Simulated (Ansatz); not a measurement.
A geometry relaxed with B3LYP-D3(BJ)/def2-TZVP (Ansatz, a program for electronic structure), charge 0, multiplicity 2:

```xyz
4

Br    -1.8367    -0.8886    -0.1266
Br     1.8483    -0.8648    -0.1231
H     -0.0096     1.5263    -0.2365
Si    -0.0019     0.2271     0.4863
```

Task: Write the SMILES of this molecule.

Result: `Br[SiH]Br`
